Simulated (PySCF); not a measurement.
C2H4NO, SMILES C[N]C=O, multiplicity 2. Atoms are numbered in the order given.

```xyz
8

C     -1.4431    -0.2912     0.0727
N     -0.2722    -0.3879    -0.7424
C      0.9345    -0.0495    -0.1804
O      1.0617     0.7697     0.7173
H     -2.1949     0.3400    -0.4335
H     -1.9002    -1.2992     0.1293
H     -1.2492     0.0833     1.0920
H      1.8076    -0.5218    -0.6832
```
Charge 0, spin multiplicity 2.

Geometry optimised at B3LYP-D3(BJ)/def2-SVP. The isomer is the one that the SMILES or the coordinates give; other isomers of the formula were not compared. Other conformers were not sampled.

All values below come from B3LYP/pcH-1 (PySCF).

Unrestricted Kohn–Sham, ⟨S²⟩ = 0.762. Hyperfine tensors hold the contact and dipolar terms, without spin-orbit corrections.

Computed hyperfine couplings:
| nucleus | A(iso) (MHz) | A(iso) (G) | dipolar principal values (MHz) |
|---|---|---|---|
| 13C no. 1 | -28.0 | -10.0 | -5.0, -1.3, 6.3 |
| 14N no. 2 | 33.0 | 11.8 | -37.3, -36.4, 73.7 |
| 13C no. 3 | -32.7 | -11.7 | -17.8, 4.2, 13.6 |
| 17O no. 4 | -16.2 | -5.8 | -80.1, 38.6, 41.5 |
| 1H no. 5 | 91.3 | 32.6 | -5.7, -2.6, 8.3 |
| 1H no. 6 | 150.6 | 53.7 | -6.8, -4.5, 11.4 |
| 1H no. 7 | 12.9 | 4.6 | -5.1, -2.2, 7.3 |
| 1H no. 8 | 7.7 | 2.8 | -6.9, -3.0, 9.9 |

Problem. And the g tensor (effective nuclear charges for spin-orbit coupling, GIAO)? (The exact figures need the calculation; the answer reports its results.)

Solution. principal values 2.0030, 2.0051, 2.0113; isotropic 2.0064.
